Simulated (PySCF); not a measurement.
Choosing a molecule for a target property.

All species are isolated and taken at one optimised geometry, non-relativistic unless stated; the electronic structure was computed with PySCF and density fitting.

The conformers computed, where there is a choice (atom-mapped SMILES and torsion angles):
- `[O:1]=[CH:2][C:3](=[O:4])[SiH2:5][SiH2:6][PH2:7]`: O1–C2–C3–O4 -133°, C2–C3–Si5–Si6 -57°, C3–Si5–Si6–P7 -148°, H–P7–Si6–Si5 45°, H–P7–Si6–Si5 -48°
- `[C-:1]#[N+:2][CH2:3][CH2:4][CH3:5]`: N2–C3–C4–C5 -66°

Question: Wanted: dipole moment above 3.7 D (B3LYP/def2-SVPD) and static isotropic polarisability below 111 au (B3LYP/def2-SVPD), at GFN2-xTB geometries. Which candidate meets both?
A. `Cc1ccpc(C#N)c1`
B. `[SiH2](C(C=O)=O)[SiH2]P`
C. `N#Cc1nnc(F)o1`
D. `CC1=PC=CC=C1C#N`
E. `[C-]#[N+]CCC`

Answer: E. Computed values:
| species | dipole moment | static isotropic polarisability |
| --- | --- | --- |
| [SiH2](C(C=O)=O)[SiH2]P | 1.88 D | 123.4 au |
| N#Cc1nnc(F)o1 | 2.63 D | 55.5 au |
| CC1=PC=CC=C1C#N | 3.38 D | 110.4 au |
| [C-]#[N+]CCC | 3.95 D | 53.8 au |
| Cc1ccpc(C#N)c1 | 5.87 D | 112.2 au |

Question: Wanted: HOMO energy above -7 eV (B3LYP/def2-SVPD) and HOMO–LUMO gap below 4 eV (B3LYP/def2-SVPD), at GFN2-xTB geometries. Which candidate meets both?
A. `Cc1ccpc(C#N)c1`
B. `N#Cc1nnc(F)o1`
C. `[C-]#[N+]CCC`
D. `CC1=PC=CC=C1C#N`
E. `[SiH2](C(C=O)=O)[SiH2]P`

Answer: E. Computed values:
```
                species  HOMO energy  HOMO–LUMO gap
          N#Cc1nnc(F)o1     -8.87 eV        5.99 eV
           [C-]#[N+]CCC     -8.28 eV        8.37 eV
        CC1=PC=CC=C1C#N     -7.36 eV        5.04 eV
         Cc1ccpc(C#N)c1     -7.24 eV        4.76 eV
[SiH2](C(C=O)=O)[SiH2]P     -6.60 eV        3.21 eV
```

Question: Wanted: lowest triplet excitation (Tamm–Dancoff) between 3.5 eV and 5 eV (TDA B3LYP/def2-SVPD) and smallest rotational constant above 0.7 GHz (GFN2-xTB), at GFN2-xTB geometries. Which candidate meets both?
A. `[C-]#[N+]CCC`
B. `[SiH2](C(C=O)=O)[SiH2]P`
C. `Cc1ccpc(C#N)c1`
D. `N#Cc1nnc(F)o1`
E. `CC1=PC=CC=C1C#N`

Answer: D. Computed values:
```
                species  lowest triplet excitation (Tamm–Dancoff)  smallest rotational constant
[SiH2](C(C=O)=O)[SiH2]P                                   1.53 eV                     0.659 GHz
         Cc1ccpc(C#N)c1                                   2.95 eV                     0.774 GHz
        CC1=PC=CC=C1C#N                                   3.16 eV                     0.831 GHz
          N#Cc1nnc(F)o1                                   3.83 eV                     1.175 GHz
           [C-]#[N+]CCC                                   5.82 eV                     2.905 GHz
```

Question: Wanted: lowest singlet excitation above 6 eV (TDDFT B3LYP/def2-SVPD) and electronic spatial extent ⟨r²⟩ about the centre of nuclear charge below 1500 bohr² (B3LYP/def2-SVPD), at GFN2-xTB geometries. Which candidate meets both?
A. `N#Cc1nnc(F)o1`
B. `O=CC(=O)[SiH2][SiH2]P`
C. `Cc1pcccc1C#N`
D. `[C-]#[N+]CCC`

Answer: D. Computed values:
```csv
species,lowest singlet excitation,electronic spatial extent ⟨r²⟩ about the centre of nuclear charge
O=CC(=O)[SiH2][SiH2]P,2.09 eV,1682 bohr²
Cc1pcccc1C#N,4.37 eV,1315 bohr²
N#Cc1nnc(F)o1,4.82 eV,862 bohr²
[C-]#[N+]CCC,7.65 eV,461 bohr²
```
